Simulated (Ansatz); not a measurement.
Geometry optimisation, RKS PBE-D4/def2-SVP in Ansatz.

Input file:

```yaml
crystal:
  periodic: [false, false, false]
  atoms:
    - { symbol: Se, position_ang: [0.5937, -1.1989, 0.3058] }
    - { symbol: Se, position_ang: [0.4692, 1.2073, 0.0297] }
    - { symbol: H, position_ang: [-0.8567, -1.1319, 0.9769] }
    - { symbol: H, position_ang: [-0.1508, 1.0633, -1.3327] }
basis:
  gaussian: { orbitals: def2-SVP }
hamiltonian:
  xc: pbe
  dispersion: d4
relax:
  f_tol: 0.02
  max_steps: 50
```

Command:

```bash
$ ansatz run input.yaml --threads 1 --pin off --max-ram 2048MiB --backend cpu --events-out ev --progress --plain --runs-dir out
```

Problem. Where does it end, and by what steps?

Solution. The forces met the threshold. After 5 steps the energy has fallen by 0.181 eV; H3 moved furthest, 0.12 Å.

```csv
step,energy less start (eV),largest force component (eV/Å),accepted
0,0.0000,1.773,yes
1,-0.1572,0.278,yes
2,-0.1754,0.365,yes
3,-0.1797,0.032,yes
4,-0.1788,0.084,no
5,-0.1811,0.012,yes
```

```xyz
4
Properties=species:S:1:pos:R:3
Se 0.515 -1.144 0.352
Se 0.488 1.180 -0.013
H -0.820 -1.238 1.013
H -0.128 1.142 -1.372
```

Whether the end is a true minimum wasn't checked by a vibrational analysis.

Run time: 9.4 s on 1 CPU thread of a shared host.
